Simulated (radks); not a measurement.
Results of a calculation; reference values are marked as such.
Problem. Ga0.875+, configuration [Ar] 3d(up 5, down 4.125) 4s2 4p1 (fractional occupations, a model configuration). Code: a radial shooting solver on a logarithmic mesh with Libxc functionals. Model: scalar-relativistic Kohn-Sham, PBE, spin-polarised, spherical densities, finite nucleus; open shells are filled with parallel spins first; Fermi nuclear charge, rms radius 3.9973 fm. Some entries of the table are withheld. Estimate them.

orbital   occ.  eigenvalue (eV)  <r> (bohr)  <1/r> (bohr^-1)
1s up        1        -10246.47     0.04860            31.30
1s down      1        -10246.44     0.04860            31.30
2s up        1        -1280.031      0.2179            6.844
2s down      1        -1279.371      0.2178            6.847
2p up        3        -1116.413      0.1908            6.713
2p down      3        -1115.899      0.1907            6.715
3s up        1        -164.7961      0.6480            2.198
3s down      1        -163.6105      0.6485            2.195
3p up        3        -115.3401      0.6726            2.048
3p down      3        -114.1661      0.6734            2.045
3d up        5              (1)         (2)            1.705
3d down  4.125              (3)         (4)            1.701
4s up        1         -18.3603       2.107           0.6201
4s down      1         -17.2696       2.112           0.6204
4p up        1         -10.3400       2.644           0.4879
4p down      0          -9.2923       2.683           0.4825

Solution. 
(1) 3d up eigenvalue (eV): -34.9903
(2) 3d up <r> (bohr): 0.7682
(3) 3d down eigenvalue (eV): -33.8099
(4) 3d down <r> (bohr): 0.7702
